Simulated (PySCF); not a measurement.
GeHI3. Atoms are numbered in the order given.

```xyz
5

Ge     0.0000     0.0000     0.6690
I     -2.0765    -1.1988    -0.1485
I      0.0000     2.3977    -0.1485
I      2.0765    -1.1988    -0.1485
H      0.0000     0.0000     2.2076
```
Charge 0, spin multiplicity 1.

Geometry optimised at B3LYP-D3(BJ)/def2-SVP. The def2 effective core potentials stand for the cores of I; spin–orbit coupling is left out.

These are PySCF 2.14.0 with TDA-PBE/def2-SVPD values and carry that method's errors.

Vertical excitations; the highest root listed may be one member of a degenerate set. Gas-phase values at a fixed geometry. State labels are in the subgroup Cs.

```json
[
 {"state": "S1", "symmetry": "A\"", "energy (eV)": "2.99", "λ (nm)": "414", "f": "0.000", "main pairs": "HOMO→LUMO 100 %"},
 {"state": "S2", "symmetry": "A'", "energy (eV)": "3.35", "λ (nm)": "371", "f": "0.025", "main pairs": "HOMO−1→LUMO (degenerate set)"},
 {"state": "S3", "symmetry": "A\"", "energy (eV)": "3.35", "λ (nm)": "371", "f": "0.025", "main pairs": "HOMO−2→LUMO (degenerate set)"},
 {"state": "S4", "symmetry": "A'", "energy (eV)": "3.43", "λ (nm)": "362", "f": "0.004", "main pairs": "HOMO−3→LUMO 99 %"},
 {"state": "S5", "symmetry": "A\"", "energy (eV)": "3.59", "λ (nm)": "345", "f": "0.011", "main pairs": "HOMO−4→LUMO (degenerate set)"},
 {"state": "S6", "symmetry": "A'", "energy (eV)": "3.59", "λ (nm)": "345", "f": "0.011", "main pairs": "HOMO−5→LUMO (degenerate set)"},
 {"state": "S7", "symmetry": "A'", "energy (eV)": "4.90", "λ (nm)": "253", "f": "0.027", "main pairs": "HOMO→LUMO+2 (degenerate set)"},
 {"state": "S8", "symmetry": "A\"", "energy (eV)": "4.90", "λ (nm)": "253", "f": "0.027", "main pairs": "HOMO→LUMO+1 (degenerate set)"},
 {"state": "S9", "symmetry": "A\"", "energy (eV)": "4.99", "λ (nm)": "248", "f": "0.000", "main pairs": "HOMO−1→LUMO+2 50 %, HOMO−2→LUMO+1 49 %"},
 {"state": "S10", "symmetry": "A\"", "energy (eV)": "5.04", "λ (nm)": "246", "f": "0.007", "main pairs": "HOMO−2→LUMO+1 46 %, HOMO−1→LUMO+2 45 %"},
 {"state": "T1", "symmetry": "A\"", "energy (eV)": "2.73", "λ (nm)": "453", "f": "0", "main pairs": "HOMO→LUMO 100 %"},
 {"state": "T2", "symmetry": "A\"", "energy (eV)": "2.94", "λ (nm)": "422", "f": "0", "main pairs": "HOMO−2→LUMO (degenerate set)"},
 {"state": "T3", "symmetry": "A'", "energy (eV)": "2.94", "λ (nm)": "422", "f": "0", "main pairs": "HOMO−1→LUMO (degenerate set)"},
 {"state": "T4", "symmetry": "A'", "energy (eV)": "3.09", "λ (nm)": "401", "f": "0", "main pairs": "HOMO−3→LUMO 100 %"}
]
```
Triplets are in the Tamm–Dancoff approximation.
